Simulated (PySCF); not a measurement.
Ce⁴⁵⁺: fine-structure interval

Ce⁴⁵⁺ [Ne] 3s2 3p1 [3p1/2^1, M_J = 1/2] → Ce⁴⁵⁺ [Ne] 3s2 3p1 [3p3/2^1, M_J = 3/2], as a difference of total energies. All numbers are calculated (PySCF 2.14, the two-component X2C-1e Hamiltonian, in an uncontracted even-tempered set (18 s from 11 bohr⁻², ratio 2.4; 14 p from 14 bohr⁻², ratio 2.4; 4 d from 47 bohr⁻², ratio 2.6; 4 f from 71 bohr⁻², ratio 2.6)). Correlated levels: 1s2 frozen; the 54 highest virtual spinors dropped. "Screened" scales the spin-orbit matrix elements by Boettger's factors to mimic the two-electron term; Breit and QED terms are absent.

```
                    method  fine-structure interval (cm⁻¹)
 GHF (screened spin-orbit)                          952340
GMP2 (screened spin-orbit)                          948540
     GHF (bare spin-orbit)                          988370
```
